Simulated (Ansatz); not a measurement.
Ansatz (a program for electronic structure) input (B3LYP/LANL2DZ): The .json file is the Basis Set Exchange's LANL2DZ.

Ansatz 0.2 input:
```yaml
crystal:
  periodic: [false, false, false]
  atoms:
    - {symbol: Cs, position_ang: [-0.00000000, -0.00000000, -0.98648077]}
    - {symbol: Cl, position_ang: [0.00000000, 0.00000000, 3.19155545]}
basis:
  gaussian:
    orbitals: LANL2DZ.json
hamiltonian:
  xc: {name: B3LYP}
total_charge: 1
magnetization: {spin_polarized: true, initial_magnetization: 1}
relax: {f_tol: 0.003, max_steps: 120}
```

From the last part of the output:

```
WARN ansatz: RAYON_NUM_THREADS=1 ignored (pool sized by the plan → 1); use --threads N
Functional definition: B3LYP
integrals: 0.02 GiB planned
345 factors; integrals over basis functions are off by at most 1.2e-4 eV
mean field: 0.11 GiB planned
mean field evaluation 1: about -922.2266 eV, gradient 3.2e1 eV
mean field evaluation 2: about -769.3949 eV, gradient 5.1e1 eV
mean field evaluation 4: about -942.1903 eV, gradient 4.0e0 eV
mean field evaluation 8: about -942.3459 eV, gradient 3.4e-2 eV
mean field evaluation 16: about -942.2669 eV, gradient 7.8e-1 eV
mean field -942.34587967 eV, -34.6305723328 hartree, gradient 1.1e-7 eV, S^2 0.750228; 1 other end points of the search recorded, 0 dependent functions left out
the calculation of the forces begins
reference -942.34619820 eV, -34.6305840387 hartree; 8, 7 occupied and 12, 13 virtual orbitals, 345 factors
relax step   1: F+E_penalty+E_count = -942.34587967 eV  Δ(F+E_penalty+E_count) = +0.000e0 eV  max|allowed force component| = 1.167e-2 eV/Å  Δτ_max = 0.0000 Å  (63 SCF iters, accepted)
these checks for a lower state are left out or cut short: starts, cluster_reference, orbital_swaps, neighbouring_geometries, increment
integrals: 0.02 GiB planned
345 factors; integrals over basis functions are off by at most 1.2e-4 eV
mean field: 0.11 GiB planned
mean field -942.34589943 eV, -34.6305730590 hartree, gradient 2.1e-6 eV, S^2 0.750228; 0 other end points of the search recorded, 0 dependent functions left out
the calculation of the forces begins
reference -942.34621792 eV, -34.6305847635 hartree; 8, 7 occupied and 12, 13 virtual orbitals, 345 factors
relax step   2: F+E_penalty+E_count = -942.34589943 eV  Δ(F+E_penalty+E_count) = -1.976e-5 eV  max|allowed force component| = 1.149e-2 eV/Å  Δτ_max = 0.0009 Å  (26 SCF iters, accepted)
these checks for a lower state are left out or cut short: starts, cluster_reference, orbital_swaps, neighbouring_geometries, increment
integrals: 0.02 GiB planned
345 factors; integrals over basis functions are off by at most 1.0e-4 eV
mean field: 0.11 GiB planned
mean field evaluation 32: about -942.3464 eV, gradient 1.6e-4 eV
mean field -942.34642390 eV, -34.6305923328 hartree, gradient 1.5e-6 eV, S^2 0.750228; 0 other end points of the search recorded, 0 dependent functions left out
the calculation of the forces begins
reference -942.34673932 eV, -34.6306039245 hartree; 8, 7 occupied and 12, 13 virtual orbitals, 345 factors
relax step   3: F+E_penalty+E_count = -942.34642390 eV  Δ(F+E_penalty+E_count) = -5.245e-4 eV  max|allowed force component| = 3.070e-3 eV/Å  Δτ_max = 0.0555 Å  (28 SCF iters, accepted)
these checks for a lower state are left out or cut short: starts, cluster_reference, orbital_swaps, neighbouring_geometries, increment
integrals: 0.02 GiB planned
345 factors; integrals over basis functions are off by at most 1.0e-4 eV
mean field: 0.11 GiB planned
mean field -942.34645318 eV, -34.6305934089 hartree, gradient 3.0e-6 eV, S^2 0.750228; 0 other end points of the search recorded, 0 dependent functions left out
the calculation of the forces begins
reference -942.34676935 eV, -34.6306050281 hartree; 8, 7 occupied and 12, 13 virtual orbitals, 345 factors
relax step   4: F+E_penalty+E_count = -942.34645318 eV  Δ(F+E_penalty+E_count) = -2.928e-5 eV  max|allowed force component| = 5.197e-4 eV/Å  Δτ_max = 0.0117 Å  (28 SCF iters, accepted)
integrals: 0.02 GiB planned
345 factors; integrals over basis functions are off by at most 1.0e-4 eV
mean field: 0.11 GiB planned
mean field -942.34645318 eV, -34.6305934089 hartree, gradient 3.0e-6 eV, S^2 0.750228; 2 other end points of the search recorded, 0 dependent functions left out
the calculation of the forces begins
reference -942.34676935 eV, -34.6306050281 hartree; 8, 7 occupied and 12, 13 virtual orbitals, 345 factors
Total energy: -942.34676935 eV, -34.6306050281 hartree
Atom 0 at     0.000000    -0.000000    -0.941832 Å, force    -0.000000     0.000000     0.000520 eV/Å
Atom 1 at    -0.000000     0.000000     3.146907 Å, force     0.000000    -0.000000    -0.000520 eV/Å
Dipole moment:    -0.000000     0.000000    -0.917258 e Å
```

The dipole moment of an ion depends on the origin.
